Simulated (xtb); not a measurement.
CH₃ClFNSi₂, SMILES F[Si@]1(Cl)N=C[SiH2]1. All values are semi-empirical tight-binding results from xtb (GFN2-xTB unless named), good for trends rather than for accurate numbers. Geometry optimised at GFN2-xTB. The structure was generated by enumeration; whether it is a known compound was not checked.

Optimised geometry:

Bond lengths (Å): F1–Si2 1.619, Si2–Cl3 2.001, Si2–N4 1.785, Si2–Si6 2.330, N4–C5 1.277, C5–Si6 1.932, C5–H7 1.084, Si6–H8 1.463, Si6–H9 1.463. Angles (°): F1–Si2–Cl3 104.1, F1–Si2–N4 107.6, F1–Si2–Si6 116.1, Cl3–Si2–N4 114.1, Cl3–Si2–Si6 132.3, N4–Si2–Si6 78.2, Si2–N4–C5 104.5, N4–C5–Si6 108.2, N4–C5–H7 118.1, Si6–C5–H7 133.7, Si2–Si6–C5 69.1, Si2–Si6–H8 121.2, Si2–Si6–H9 121.9, C5–Si6–H8 112.7, C5–Si6–H9 113.2, H8–Si6–H9 110.9.

| Item | Value |
|---|---|
| orbital gap | 2.03 eV |
| dipole moment | 4.17 D |
| zero-point energy | 25.4 kcal/mol |
| G − E(el) at 298.15 K (modified RRHO) | 4.6 kcal/mol |
| static polarisability (D4 model) | 83.8 bohr³ |
| solvation energy, GFN2-xTB/ALPB(water) | -3.0 kcal/mol |
| solvation energy, GFN2-xTB/ALPB(chcl3) | -5.6 kcal/mol |

Give the atomic charges and the Wiberg bond orders between heavy atoms. (The exact figures need the calculation; the answer reports its results.)

charges (e) F1 -0.26, Si2 0.55, Cl3 -0.20, N4 -0.34, C5 -0.04, Si6 0.39, H7 0.04, H8 -0.07, H9 -0.06. Bond orders F1–Si2 1.08, Si2–Cl3 1.10, Si2–N4 0.97, N4–C5 1.95, Si2–Si6 0.76, C5–Si6 0.88.
